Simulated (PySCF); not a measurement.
All of these have the formula C7H7FO. Method used: TDDFT PBE0/def2-SVPD, vertical, gas phase, core orbitals frozen in the response (PySCF). Geometries: GFN2-xTB; one conformer of each isolated species. Triplets are in the Tamm–Dancoff approximation.

A. `C=C[C@](C)(F)C#CC=O`
B. `O=CC1=CCC(F)=CC1`
C. `C#C[C@@H](F)[C@@H]1C=COC1`
D. `C#C/C=C(/F)[C@@H](C)C=O`

Lowest singlet levels (six at most, fewer where fewer were computed) with oscillator strengths:

1. 228 nm (f 0.021); 212 nm (f 0.001); 199 nm (f 0.075); 197 nm (f 0.002); 193 nm (f 0.052); 182 nm (f 0.003); T1 3.97 eV
2. 288 nm (f 0.000); 251 nm (f 0.001); 232 nm (f 0.103); 223 nm (f 0.004); 219 nm (f 0.062); 196 nm (f 0.009); T1 3.42 eV
3. 325 nm (f 0.000); 252 nm (f 0.004); 235 nm (f 0.120); 219 nm (f 0.133); 192 nm (f 0.003); 188 nm (f 0.005); T1 3.20 eV
4. 327 nm (f 0.000); 281 nm (f 0.011); 211 nm (f 0.225); 186 nm (f 0.001); 184 nm (f 0.001); 182 nm (f 0.167); T1 3.24 eV

Question: Match each spectrum to its molecule.

Answer: 1 = C, 2 = D, 3 = A, 4 = B.
- A: S1 at 3.81 eV, HOMO→LUMO (88%), HOMO-1→LUMO (9%); Löwdin shares by element: HOMO oxygen 60%, carbon 20% or more, hydrogen 8% or more; LUMO carbon 59% or more, oxygen 27%; HOMO -8.14 and LUMO -2.18 eV.
- B: S1 at 3.79 eV, HOMO-1→LUMO (97%); Löwdin shares by element: HOMO carbon 63% or more, fluorine 9% (atoms not listed hold the other 28%); LUMO carbon 62% or more, oxygen 23% (atoms not listed hold the other 15%); HOMO -7.29 and LUMO -1.85 eV; point group Cs, 1 of its 6 listed states under f = 0.0005.
- C: S1 at 5.43 eV, HOMO→LUMO (95%); Löwdin shares by element: HOMO carbon 55% or more, oxygen 28% (atoms not listed hold the other 17%); LUMO carbon 61% or more (atoms not listed hold the other 39%); HOMO -6.49 and LUMO -0.06 eV.
- D: S1 at 4.31 eV, HOMO-1→LUMO+1 (41%), HOMO-1→LUMO (34%), HOMO→LUMO+1 (12%); Löwdin shares by element: HOMO carbon 76% or more (atoms not listed hold the other 24%); LUMO carbon 48% or more, oxygen 13% (atoms not listed hold the other 39%); HOMO -7.22 and LUMO -1.17 eV.
A and B have S1 within 0.02 eV of each other; their strongest listed levels stand at 5.67 eV (f 0.133) and 5.88 eV (f 0.225).
